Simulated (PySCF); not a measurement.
## Polarisability and C₆ of Fe (iron, neutral)

[Ar] 3d6 4s2, high-spin 5D determinant. Calculation: PySCF 2.14, in ANO-RCC-VTZP; scalar relativity by spin-free X2C-1e. Coupled (time-dependent) response in atomic units; α is the mean over directions. The basis has no added diffuse functions, which lowers α and C₆.

```
method  mean α (bohr³)         α xx, yy, zz  C₆ (like pair)  S(−4)
   UHF           75.67  74.69, 74.69, 77.64           721.0   4674
   PBE           57.37  56.72, 56.72, 58.65           501.0   1722
  PBE0           61.10  60.34, 60.34, 62.62           545.8   1990
```

S(−4) is the Cauchy moment in α(ω) = α(0) + S(−4) ω² + …

Reference α: 62 ± 4 bohr³ (recommended; Schwerdtfeger and Nagle, table of static dipole polarizabilities (2023 update)). Published C₆: 482.0 (Chu and Dalgarno (2004); Tang, Norbeck and Certain (1976)).

Hartree-Fock lies above the reference because it lacks correlation, which contracts the outer shell.

α(iu) at PBE:

```tsv
u (hartree)	α(iu) (bohr³)
0	57.37
0.0500	53.44
0.100	44.78
0.200	28.20
0.300	18.16
0.500	9.307
0.750	5.409
1.00	3.762
1.50	2.316
2.00	1.631
3.00	0.9460
5.00	0.4278
```

A single London oscillator, α(iu) = α/(1 + u²/ω²), gives C₆ = (3/4) ω α². Matching the computed C₆ needs ω = 4 × 501.0 / (3 × 57.37²) = 0.203 hartree.

The components differ because the open shell of this determinant is not spherical; for a pure term their mean is the scalar polarisability.
